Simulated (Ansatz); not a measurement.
BrGaH2S2 (`[SH][Ga]([SH])[Br]`) at its PBE0-D4/def2-TZVP geometry, where that method's forces vanish. The species carries charge 0 and has multiplicity 1.

```tsv
atom	x (Å)	y (Å)	z (Å)
S1	0.6067	-1.2564	1.3946
Ga2	0.1058	0.5954	0.3417
S3	-0.6974	0.7445	-1.6885
Br4	0.4519	2.5463	1.4613
H5	0.2453	-2.0437	0.3671
H6	-0.7123	-0.5861	-1.8762
```

Problem. For each bond, give half the difference of the two atoms' forces along it (eV/Å; positive pushes the atoms apart) under PBE-D4, r2SCAN-D4, B3LYP-D4, ωB97M-V in def2-TZVPP. (An estimate is asked.)

Solution. Computed: 
```json
{"bond": "S1–Ga2", "length (Å)": "2.188", "PBE-D4": "0.11", "r2SCAN-D4": "0.00", "B3LYP-D4": "0.11", "ωB97M-V": "-0.02"}
{"bond": "S1–H5", "length (Å)": "1.344", "PBE-D4": "0.26", "r2SCAN-D4": "0.02", "B3LYP-D4": "-0.02", "ωB97M-V": "-0.09"}
{"bond": "Ga2–S3", "length (Å)": "2.188", "PBE-D4": "0.11", "r2SCAN-D4": "0.00", "B3LYP-D4": "0.11", "ωB97M-V": "-0.02"}
{"bond": "Ga2–Br4", "length (Å)": "2.276", "PBE-D4": "0.15", "r2SCAN-D4": "0.00", "B3LYP-D4": "0.15", "ωB97M-V": "0.00"}
{"bond": "S3–H6", "length (Å)": "1.344", "PBE-D4": "0.26", "r2SCAN-D4": "0.02", "B3LYP-D4": "-0.02", "ωB97M-V": "-0.09"}
```

B3LYP here is the variant with VWN-RPA as its local correlation; programs differ in this.
